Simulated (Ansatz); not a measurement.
Ideal-gas functions of AsF₃ (`F[As](F)F`) at 298.15 K and 1 bar, from an Ansatz frequency run at PBE0-D4/def2-TZVP.

Molar mass 131.92 g/mol, point group C3v (symmetry number 3), electronic degeneracy 1, moments of inertia 86.877, 86.878, 123.291 u Å². Harmonic wavenumbers (cm⁻¹, unscaled): 259, 259, 335, 705, 705, 745.

Use S(trans) = R[1.5 ln M + 2.5 ln T − 1.1517]; rotational temperatures θ = 24.2544 K / I; S(rot) = R[ln(√π/σ · √(T³/θAθBθC)) + 1.5]; for each mode x = 1.438777 ν̃/T, S = R[x/(eˣ − 1) − ln(1 − e⁻ˣ)] and H = RT x/(eˣ − 1); 1 cm⁻¹ = 0.0119627 kJ/mol; R = 8.31446 J/(mol·K).

Problem. By hand: the entropy, in J/(mol·K).

Solution. Translation 169.7. Rotation: θ = 0.2792, 0.2792, 0.1967 K, giving 96.5. Vibration, mode by mode: 6.98, 6.98, 5.17, 1.26, 1.26, 1.08, in all 22.7. Electronic 0.0. Sum 288.9 J/(mol·K).

Problem. By hand: H − E and G − E in kJ/mol, counted from the electronic energy.

Solution. Zero-point energy ½ × 3008 × 0.0119627 = 18.0; thermal vibration 4.3; translation, rotation and pV give 4 RT = 9.9. H − E = 32.2 kJ/mol, and G − E = 32.2 − 298.15 × 288.9/1000 = -53.9 kJ/mol.

Vibration gives 8 % of the entropy.
